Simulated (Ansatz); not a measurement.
Gas-phase reaction in SMILES: C[SiH](C)O[SiH3] → C[Si](C)O[SiH3] + H atom (the H-Si bond at the site shown breaks; other sites are not compared here)
Geometries: B3LYP-D3(BJ)/def2-TZVP minima from Ansatz (a quantum-chemistry and plane-wave program), one conformer each, not searched for the lowest.

Quantity: bond dissociation energy (electronic energy difference), in kJ/mol. Valence correlation only, unless marked. UHF or UKS for open shells. No spin-orbit coupling. No relativistic terms. CBS marks a two-point X^-3 extrapolation of the correlation energy; Hartree-Fock from the larger set.

CCSD(T)/CBS(cc-pV(T+d)Z,cc-pV(Q+d)Z) (Ansatz) gives 416.9 kJ/mol.

Another calculation gave 409.8 kJ/mol. Which level was it?
(A) SVWN5/def2-TZVPD (Ansatz)
(B) revPBE/def2-TZVPD (Ansatz)
(C) HSE06/def2-TZVPD (Ansatz)
(D) B97M-V/def2-TZVPD (Ansatz)

D, B97M-V/def2-TZVPD (Ansatz). The others give 390.9 (HSE06), 376.7 (revPBE), 423.5 (SVWN5) kJ/mol.
